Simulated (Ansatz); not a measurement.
Born–Oppenheimer molecular dynamics of C₂H₉NOSi (14 atoms, charge 0, multiplicity 1). It starts from a rough guess of a transition structure, not a stationary point.

All numbers below come from UKS B3LYP-D4/STO-3G (Ansatz).

| Item | Value |
| --- | --- |
| ensemble | NVE (velocity Verlet) |
| time step | 0.5 fs |
| steps asked | 150 |
| starting velocities drawn for | 1000 K |
| seed | 812946 |

First frame:

```xyz
14
Properties=species:S:1:pos:R:3
Si -0.494 1.096 0.177
O -0.687 -0.840 0.875
C 0.269 -1.821 0.641
N -1.809 0.528 -0.667
H -1.624 -0.602 0.033
H -0.467 1.824 1.446
C 1.197 1.245 -0.674
H 1.186 -1.579 1.187
H -0.105 -2.787 0.999
H 0.510 -1.910 -0.425
H -2.621 1.004 -1.023
H 2.020 1.165 0.035
H 1.295 2.205 -1.177
H 1.330 0.471 -1.425
```

Q: How far do the bonds stretch over the last three quarters of this one trajectory? (Pairs bonded in most of those frames.)

A: 
```csv
bond,mean (Å),spread (Å),shortest,longest
Si1–O2,1.753,0.117,1.58,1.93
Si1–N4,1.838,0.103,1.68,2.01
Si1–H6,1.468,0.050,1.39,1.55
Si1–C7,1.893,0.018,1.87,1.92
O2–C3,1.495,0.137,1.28,1.72
C3–H8,1.129,0.060,1.03,1.22
C3–H9,1.120,0.052,1.03,1.21
C3–H10,1.123,0.038,1.05,1.18
N4–H5,1.076,0.077,0.95,1.22
N4–H11,1.061,0.034,0.99,1.12
C7–H12,1.104,0.031,1.05,1.16
C7–H13,1.102,0.025,1.06,1.15
C7–H14,1.100,0.019,1.07,1.13
```

Mean temperature of the second half: 1497 K. The conserved energy stayed within 0.72 meV per atom of its start (net change 0.39 meV per atom), so the integration is sound. The system heated up, since it started high on the potential surface and ran downhill. A run of 0.075 ps of so small a system gives no equilibrium averages. The orbitals stay closed-shell, which can raise the energy where a bond breaks towards radicals; this wasn't checked here. Limits of this set-up: minimal basis.

Run time: 11 min on 1 thread of Arm Neoverse V1, on a shared host, peak memory 0.14 GiB.
